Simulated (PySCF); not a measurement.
Ga(I)2(Me) (CH3GaI2), SMILES [I][Ga]([I])[CH3].

The structure is a stationary point at PBE0-D3(BJ)/def2-SVP. The def2 effective core potentials stand for the cores of I; spin–orbit coupling is left out.

Two levels are set side by side: TDA-PBE/def2-SVPD (PySCF) and TDA-CAM-B3LYP/def2-SVPD (PySCF). Vertical, same geometry. The lowest singlet is HOMO→LUMO 95 % with PBE and HOMO→LUMO 93 % with the other functional; states are paired by order. Differences are taken from unrounded values.

| quantity | TDA-CAM-B3LYP |
|---|---|
| lowest singlet excitation (eV) | 4.85 |
| lowest triplet excitation (TDA) (eV) | 4.57 |
| first bright state (f over 0.05) (eV) | 5.40 |
| its oscillator strength | 0.10 |

What does TDA-PBE give, and how far is it from TDA-CAM-B3LYP? (An estimate is asked for; the answer gives what the named calculation found.)


| quantity | TDA-PBE | TDA-PBE minus TDA-CAM-B3LYP |
|---|---|---|
| lowest singlet excitation (eV) | 4.05 | -0.80 |
| lowest triplet excitation (TDA) (eV) | 3.91 | -0.66 |
| first bright state (f over 0.05) (eV) | 4.67 | -0.74 |
| its oscillator strength | 0.11 | 0.01 |

Functionals without exact exchange tend to place singlet excitations lower, as here. Differences between two approximate levels are no errors against the true value.

Rough cost on one machine, each run with all the roots and properties that it gave: TDA-CAM-B3LYP against TDA-PBE about 3 times.
